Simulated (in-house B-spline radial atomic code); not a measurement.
## Au²⁺: [Kr] 4d10 4f14 5s2 (5p1/2)2 (5p3/2)3 5d10 (with a hole in an inner shell)

Level of theory: Dirac-Kohn-Sham PBE, spherical fractional occupations, Fermi nucleus of rms radius 5.4371 fm; calculated with an all-electron radial atomic-structure program (B-spline basis).

Screening seen three ways: the hydrogenic charge with the same mean radius, Z_r = [3n² - l(l+1)]/(2<r>), the one with the same energy, Z_e = n√(-2ε), and Slater's rules. Values are occupation-weighted means over j. An effective charge above Z reflects the relativistic contraction of the inner shells.

```
shell  electrons   ε (eV)  <r> (bohr)    Z_r    Z_e  Slater
   1s          2   -80635     0.01687  88.91  76.98   78.70
   2s          2   -14237     0.07047  85.14  64.70   74.85
   2p          6   -12434     0.06368  78.52  60.46   74.85
   3s          2  -3378.4      0.1833  73.65  47.27   67.75
   3p          6  -2846.9       0.184  67.93  43.40   67.75
   3d         10    -2224      0.1677  62.62  38.36   57.85
   4s          2  -752.22       0.407  58.97  29.74   51.25
   4p          6  -575.75       0.432  53.24  26.02   51.25
   4d         10  -349.35      0.4585  45.80  20.27   39.85
   5s          2  -131.46      0.9247  40.55  15.54   21.70
   4f         14  -105.04      0.4984  36.12  11.11   28.45
   5p          5  -84.988       1.055  34.60  12.50   21.70
   5d         10  -28.298       1.477  23.35   7.21    8.85
```

The least bound orbital is 5d5/2 at -27.59 eV, and it is also the most diffuse (<r> = 1.498 bohr). The part-filled 5p shell lies below the filled 5d shell in orbital energy.

For the 1s electron the small component carries 9 % of the norm, the zero-frequency Breit interaction raises the level by 302.9 eV, self-energy by 193.8 eV, and vacuum polarisation lowers it by 39.53 eV.
